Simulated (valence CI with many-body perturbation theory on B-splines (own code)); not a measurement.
# Sb¹²⁺: E2, M1 decay

Computed by valence CI with perturbative core correlation (CI+MBPT): three valence electrons over a frozen Dirac-Fock core [Kr], radial functions for each j: 9 s, 9 p, 10 d, 8 f, 5 g, 3 h, 1 i, with the one-electron correlation potential Σ1, the two-electron term Σ2, the three-electron term Σ3, Breit, model QED; selected CI, second order for the rest, scaled by the run's own slope (own B-spline code, finite nucleus).

No measured spectrum was set against this ion. As an estimate, terms of the open shell hold to 2 to 4 % of their energy, and close levels can change places. Core correlation moves these levels by up to 3200 cm⁻¹, and in measured spectra 5 to 20 % of such shifts remained as error; rates that hang on mixing are uncertain with them. The list stops below the first excitations out of the core. Only levels of the ground parity were solved; by the run's estimate the other parity begins above the list, which can be wrong where configurations are misplaced.

Lines 1 to 50 of 71 in falling wavelength, among levels below 55.506 eV, chosen from the decays that carry over 1 % of a level's rate. Wavelengths and rates use the calculated energies, so an error of 2000 cm⁻¹ moves a line at 1310 nm by 26 % and its rate by three times that or more. Electric multipoles are in the length gauge, E1 and E2 with the static RPA response of the core. S is in atomic units (e²a₀⁴ for E2 and M2, e²a₀⁶ for E3), for M1 in squared Bohr magnetons. Weak lines are less certain than strong ones. Lines between different terms over intervals too small for the method are left out, as are lines whose strength nearly cancels. The highest levels of a list are the least certain.

Names give the largest LS component (configuration and term), which can be under half, so a name can repeat, a term be missing and a line seem to break the LS rules; names also repeat where a configuration has a term twice. Letters in brackets count levels of one name in rising energy.

| λ vac (nm) | Upper | Lower | Type | A (s⁻¹) | S (a.u.) |
| --- | --- | --- | --- | --- | --- |
| 4102 | 4d3 4P_1/2 | 4d3 4P_3/2 | M1 | 4.50e-01 | 2.30e+00 |
| 1875 | 4d3 4F_9/2 | 4d3 4F_7/2 | M1 | 3.44e+00 | 8.41e+00 |
| 1532 | 4d3 4F_7/2 | 4d3 4F_5/2 | M1 | 1.09e+01 | 1.16e+01 |
| 1449 | 4d3 4F_5/2 | 4d3 4F_3/2 | M1 | 1.31e+01 | 8.88e+00 |
| 1310 | 4d3 2P_3/2 | 4d3 2D_5/2 [a] | M1 | 1.76e+00 | 5.88e-01 |
| 1027 | 4d3 2D_5/2 [a] | 4d3 2D_3/2 [a] | M1 | 7.64e+00 | 1.84e+00 |
| 851.2 | 4d3 4P_5/2 | 4d3 4P_3/2 | M1 | 1.71e+01 | 2.34e+00 |
| 818.9 | 4d3 2H_11/2 | 4d3 2H_9/2 | M1 | 1.27e+01 | 3.11e+00 |
| 682.2 | 4d3 2D_3/2 [a] | 4d3 4P_1/2 | M1 | 1.31e+01 | 6.15e-01 |
| 681.9 | 4d3 2P_3/2 | 4d3 2P_1/2 | M1 | 2.22e+01 | 1.05e+00 |
| 667.3 | 4d3 2H_9/2 | 4d3 4F_9/2 | M1 | 2.84e+01 | 3.12e+00 |
| 663.1 | 4d3 2D_5/2 [a] | 4d3 4P_5/2 | M1 | 4.85e+00 | 3.15e-01 |
| 597.9 | 4d3 4P_3/2 | 4d3 4F_5/2 | M1 | 6.45e+00 | 2.05e-01 |
| 596.4 | 4d3 2G_9/2 | 4d3 2H_9/2 | M1 | 4.43e+01 | 3.49e+00 |
| 584.9 | 4d3 2D_3/2 [a] | 4d3 4P_3/2 | M1 | 5.63e+01 | 1.67e+00 |
| 576.1 | 4d3 2P_1/2 | 4d3 4P_1/2 | M1 | 6.87e+01 | 9.75e-01 |
| 575.9 | 4d3 2P_3/2 | 4d3 2D_3/2 [a] | M1 | 4.88e+01 | 1.38e+00 |
| 562.1 | 4d3 2G_9/2 | 4d3 2G_7/2 | M1 | 4.35e+01 | 2.86e+00 |
| 518.2 | 4d3 2G_7/2 | 4d3 4F_7/2 | M1 | 2.26e+01 | 9.33e-01 |
| 492.1 | 4d3 2H_9/2 | 4d3 4F_7/2 | M1 | 2.40e+01 | 1.06e+00 |
| 455.6 | 4d3 4P_5/2 | 4d3 4F_7/2 | M1 | 2.26e+00 | 4.76e-02 |
| 440.3 | 4d3 2P_3/2 | 4d3 4P_5/2 | M1 | 4.25e+01 | 5.37e-01 |
| 423.2 | 4d3 4P_3/2 | 4d3 4F_3/2 | M1 | 2.31e+01 | 2.60e-01 |
| 387.3 | 4d3 2G_7/2 | 4d3 4F_5/2 | M1 | 5.02e+01 | 8.66e-01 |
| 383.6 | 4d3 4P_1/2 | 4d3 4F_3/2 | M1 | 3.76e+00 | 1.57e-02 |
| 383.6 | 4d3 4P_1/2 | 4d3 4F_3/2 | E2 | 1.83e-01 | 2.72e-01 |
| 373.0 | 4d3 2F_5/2 | 4d3 4P_5/2 | M1 | 1.03e+01 | 1.18e-01 |
| 372.7 | 4d3 2D_5/2 [a] | 4d3 4P_3/2 | M1 | 6.26e+00 | 7.21e-02 |
| 367.7 | 4d3 2H_11/2 | 4d3 4F_9/2 | M1 | 9.35e+00 | 2.07e-01 |
| 352.5 | 4d3 2F_7/2 | 4d3 2H_9/2 | M1 | 8.63e-01 | 1.12e-02 |
| 351.2 | 4d3 4P_5/2 | 4d3 4F_5/2 | M1 | 2.41e+00 | 2.32e-02 |
| 340.2 | 4d3 2F_7/2 | 4d3 2G_7/2 | M1 | 1.99e+01 | 2.32e-01 |
| 339.4 | 4d3 2F_5/2 | 4d3 2G_7/2 | M1 | 1.14e+01 | 9.89e-02 |
| 314.9 | 4d3 2G_9/2 | 4d3 4F_9/2 | M1 | 1.04e+01 | 1.21e-01 |
| 305.7 | 4d3 2D_3/2 [b] | 4d3 2F_5/2 | M1 | 4.43e+01 | 1.88e-01 |
| 302.1 | 4d3 2D_5/2 [b] | 4d3 2F_5/2 | M1 | 7.41e+01 | 4.55e-01 |
| 301.5 | 4d3 2D_5/2 [b] | 4d3 2F_7/2 | M1 | 4.12e+01 | 2.51e-01 |
| 295.7 | 4d3 2D_3/2 [a] | 4d3 4F_5/2 | M1 | 6.80e+01 | 2.61e-01 |
| 290.2 | 4d3 2P_3/2 | 4d3 4P_3/2 | M1 | 4.08e+00 | 1.48e-02 |
| 271.7 | 4d3 2D_3/2 [b] | 4d3 2P_3/2 | M1 | 3.99e+00 | 1.19e-02 |
| 270.1 | 4d3 2D_5/2 [a] | 4d3 4F_7/2 | M1 | 7.40e+01 | 3.24e-01 |
| 269.6 | 4d3 2G_9/2 | 4d3 4F_7/2 | M1 | 1.57e+01 | 1.14e-01 |
| 268.8 | 4d3 2D_5/2 [b] | 4d3 2P_3/2 | M1 | 8.81e+00 | 3.81e-02 |
| 259.3 | 4d3 2F_5/2 | 4d3 4P_3/2 | M1 | 5.35e+00 | 2.08e-02 |
| 245.6 | 4d3 2D_3/2 [a] | 4d3 4F_3/2 | M1 | 3.61e+01 | 7.92e-02 |
| 230.6 | 4d3 2F_7/2 | 4d3 4F_9/2 | M1 | 2.75e+01 | 1.00e-01 |
| 230.3 | 4d3 2P_1/2 | 4d3 4F_3/2 | M1 | 2.70e+00 | 2.45e-03 |
| 229.6 | 4d3 2D_5/2 [a] | 4d3 4F_5/2 | M1 | 1.35e+01 | 3.64e-02 |
| 225.0 | 4d3 2D_3/2 [b] | 4d3 2D_5/2 [a] | M1 | 6.64e+01 | 1.12e-01 |
| 223.1 | 4d3 2D_5/2 [b] | 4d3 2D_5/2 [a] | M1 | 6.41e+00 | 1.58e-02 |
